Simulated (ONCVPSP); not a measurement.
## How hard is this titanium (Ti) ONCV potential?

ONCVPSP 4.0.1 input, shortened (lines: element, Z, core and valence counts, functional; n l f; lmax; l rc ep ncon nbas qcut; lloc lpopt rc5 dvloc0; l nproj debl; icmod fcfact rcfact), PBE, scalar-relativistic:

```
  Ti 22.00    5    1        4      upf
    1    0    2.00
    2    0    2.00
    2    1    6.00
    3    0    2.00
    3    1    6.00
    3    2    2.00
    2
    0    2.05    0.28    5    9    2.50
    1    2.10    0.42    3    8    4.60
    2    2.30    0.00    4    9    6.50
    4    3    1.35    0.00
    0    1    2.00
    1    2    3.50
    2    2    1.40
    0    0.00    0.00
```

In the s channel the program set the typed energies aside and used 0.050 Ha. In the p channel the program set the typed energies aside and used 0.050, 3.550 Ha.

**Question.** For each optimised wave give the share of its norm inside rc, the residual kinetic energy above qcut (Ha) and the cutoffs (Ha) for errors of 10, 1, 0.1 and 0.01 mHa per electron.

**Answer.**

```json
{"wave": "s projector 1", "norm inside rc": "0.120", "residual KE": "6.9e-03", "10 mHa": "2.9", "1 mHa": "39.9", "0.1 mHa": "52.5", "0.01 mHa": "58.8"}
{"wave": "p projector 1", "norm inside rc": "0.095", "residual KE": "1.5e-04", "10 mHa": "1.9", "1 mHa": "7.7", "0.1 mHa": "15.2", "0.01 mHa": "66.6"}
{"wave": "p projector 2", "norm inside rc": "0.079", "residual KE": "1.7e-02", "10 mHa": "11.7", "1 mHa": "55.9", "0.1 mHa": "90.0", "0.01 mHa": "not reached"}
{"wave": "3d", "norm inside rc": "0.876", "residual KE": "9.4e-06", "10 mHa": "14.1", "1 mHa": "16.8", "0.1 mHa": "19.1", "0.01 mHa": "21.1"}
{"wave": "d projector 2", "norm inside rc": "0.167", "residual KE": "9.3e-05", "10 mHa": "15.1", "1 mHa": "18.4", "0.1 mHa": "21.1", "0.01 mHa": "62.8"}
```

The occupied waves need 17 Ha and 19 Ha for 1 and 0.1 mHa. 1 of 4 tests not solved or not reliable.
